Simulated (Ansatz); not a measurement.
```yaml
crystal:
  periodic: [false, false, false]
  atoms:
    - {symbol: F, position_ang: [-0.167492, -1.773567, 2.680821]}
    - {symbol: In, position_ang: [0.732704, -1.156064, 0.928781]}
    - {symbol: Cl, position_ang: [2.202400, -2.476198, -0.241023]}
    - {symbol: F, position_ang: [0.965867, 0.860128, 0.800732]}
    - {symbol: In, position_ang: [-0.739056, 1.355909, -0.632309]}
    - {symbol: F, position_ang: [-2.244397, 1.708010, 0.356378]}
    - {symbol: Cl, position_ang: [0.173893, 2.234244, -2.737695]}
    - {symbol: F, position_ang: [-0.571537, -0.755673, -0.626140]}
basis:
  gaussian: {orbitals: def2-TZVPP}
hamiltonian: {xc: {name: r2SCANh}, dispersion: d3bjatm}
```

```sh
$ ansatz run in.yaml --threads 2 --pin off --events-out ev --progress --plain --max-ram 20480MiB --backend cpu
```

Output, abridged:

```
Functional definition: r2SCANh
  name "r2SCANh"
  cite "Bursch, Neugebauer, Ehlert & Grimme, J. Chem. Phys. 156, 134105 (2022) doi:10.1063/5.0086040"
  cite "Furness, Kaplan, Ning, Perdew & Sun, J. Phys. Chem. Lett. 11, 8208 (2020) doi:10.1021/acs.jpclett.0c02405"
  cite "Furness, Kaplan, Ning, Perdew & Sun, J. Phys. Chem. Lett. 11, 9248 (2020) doi:10.1021/acs.jpclett.0c03077"
  parent r2scan
  parameter a = 0.1
  parameter k0 = 0.174
  parameter k1 = 0.065
  parameter a1 = 4.9479
  exchange = (1 - a)*r2scan_x(k0 = k0, k1 = k1, a1 = a1) + a*exact_x
  correlation = r2scan_c
1988 factors; their error is unknown
mean field evaluation 1: about -46259.5693 eV, gradient 8.1e1 eV
mean field evaluation 2: about -46211.3717 eV, gradient 1.9e2 eV
mean field evaluation 4: about -46269.4905 eV, gradient 9.9e0 eV
mean field evaluation 8: about -46269.6142 eV, gradient 9.1e-2 eV
mean field evaluation 16: about -46269.6802 eV, gradient 4.8e-4 eV
mean field -46269.68017493 eV, -1700.3793837130 hartree, gradient 1.6e-5 eV, S^2 0.000000; 0 other end points of the search recorded, 0 dependent functions left out
reference -46269.68020005 eV, -1700.3793846360 hartree; 56, 56 occupied and 252, 252 virtual orbitals, 1988 factors
Total energy: -46269.75432053 eV, -1700.3821085137 hartree
```

Hardware: 2 threads of a server CPU on a shared host. Wall time 17 s, peak host memory 1.2 GiB.
